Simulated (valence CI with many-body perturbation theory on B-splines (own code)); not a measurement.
Values are calculated unless marked as measured or tabulated.
## Br XXII: what the settings do

Method: valence CI with perturbative core correlation (CI+MBPT): four valence electrons over a frozen Dirac-Fock core [Ne], a basis of 6 s, 6 p, 5 d, 3 f, 1 g functions for each j, with the one-electron correlation potential Σ1 (screened to all orders), the two-electron term Σ2, the three-electron term Σ3, Breit, model QED; selected single and double excitations, second order for the rest, scaled by the run's own slope (own B-spline code, finite nucleus).

No measured spectrum was set against this ion. As an estimate, levels of excited configurations hold to 0.05 to 0.15 % of their energy, terms of the ground configuration to about 0.5 %.

The reference run has the lowest level 3s²3p² ³P_0 and an ionisation energy of 919.746 eV. Its largest variational space holds 9994 state functions.

Names give the largest LS component (configuration and term), which can be under half, so a name can repeat, a term be missing and a line seem to break the LS rules; names also repeat where a configuration has a term twice. Letters in brackets count levels of one name in rising energy.

Changed runs:
A. shift of the energy in Σ1 (hartree) 0 → -10.417; screening of Σ1 on → off
B. scale of Σ1 1 → 0; core polarisation of operators on → off
C. Breit term on → off; QED terms on → off; scale of Σ1 1 → 0.8
D. start configuration 3s2 3p2 → 3s2 3p3 (bad on purpose)

Excitation energies of the reference run in cm⁻¹, and shifts in cm⁻¹:

```csv
Level,Reference,A,B,C
3s²3p² ³P_1,57994,-19,-194,+1281
3s²3p² ³P_2,82543,-22,-220,+1682
3s²3p² ¹D_2,162890,-41,-410,+2772
3s²3p² ¹S_0,230013,-43,-414,+2484
3s3p³ ⁵S°_2,435549,+14,+878,+2850
3s3p³ ³D°_1,539536,+15,+865,+2549
3s3p³ ³D°_2,545920,+10,+804,+2999
3s3p³ ³D°_3,568782,+2.7,+728,+3917
3s3p³ ³P°_0,628530,-0.3,+721,+3219
3s3p³ ³P°_2 [a],636026,+5.0,+717,+3710
3s3p³ ³P°_1,636058,-2.7,+694,+3630
3s3p³ ³P°_2 [b],694196,+1.6,+608,+4431
Ionisation energy (eV),919.746,-0.085,-0.806,+0.355
```

Run D: It gave no result: the electrons of core and valence do not add up to the charge. The program said: "core and valence hold 15 electrons, the ion has 14".
